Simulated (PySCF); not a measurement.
Compound: F2GeH3P.
Bonds: F1–P2, P2–F3, P2–Ge4. Hydrogens: H5, H6, H7 on Ge4.

Computed, not measured: core-valence-separated Tamm–Dancoff BHandHLYP/aug-pcX-1 (pcseg-1 on H, def2-SVPD on Ge, def2-SVPD on P) in PySCF, non-relativistic, gas phase, PBE0-D3(BJ)/def2-SVP geometry.

Computed fluorine K-edge spectrum, Gaussian lines of 0.6 eV full width, highest printed point 100; it ends one width below the last computed root. The energies are unshifted.

(photon energy (eV), absorption): (683.4, 1), (683.5, 2), (683.6, 6), (683.7, 14), (683.8, 28), (683.9, 49), (684.0, 72), (684.1, 92), (684.2, 100), (684.3, 93), (684.4, 75), (684.5, 51), (684.6, 30), (684.7, 16), (684.8, 9), (684.9, 9), (685.0, 14), (685.1, 23), (685.2, 33), (685.3, 41), (685.4, 44), (685.5, 41), (685.6, 32), (685.7, 22), (685.8, 13), (685.9, 6), (686.0, 3), (686.1, 1), (686.2, 0), (686.3, 0), (686.4, 1), (686.5, 3), (686.6, 6), (686.7, 11), (686.8, 19), (686.9, 27), (687.0, 34), (687.1, 38), (687.2, 38), (687.3, 35), (687.4, 31), (687.5, 27), (687.6, 22), (687.7, 17), (687.8, 12), (687.9, 8), (688.0, 7), (688.1, 8), (688.2, 12)

Task: Assign the maxima to core holes.

Result: 3 maxima:
- 684.2 eV: F1/F3 (phosphorus-bound fluorine), 684.20 eV, f = 0.048, sum of 2, 100 % of the height at the exact maximum
- 685.4 eV: F1/F3 (phosphorus-bound fluorine), 685.40 eV, f = 0.021, sum of 2, 100 % of the height at the exact maximum
- 687.1 eV: F1/F3 (phosphorus-bound fluorine), 687.08 eV, f = 0.016, sum of 2, 86 % of the height at the exact maximum; F1/F3 (phosphorus-bound fluorine), 687.54 eV, f = 0.009, sum of 2, 14 % of the height at the exact maximum

Roots within 0.03 eV on the same or equivalent atoms count as one line; shares under 12 % aren't listed.

Vibrational structure and lifetime widths aren't in the curve. The ionisation threshold wasn't computed; near and above it a finite basis only mimics Rydberg series and continuum. Relativistic effects, spin–orbit coupling among them, are left out although an element past zinc is present.
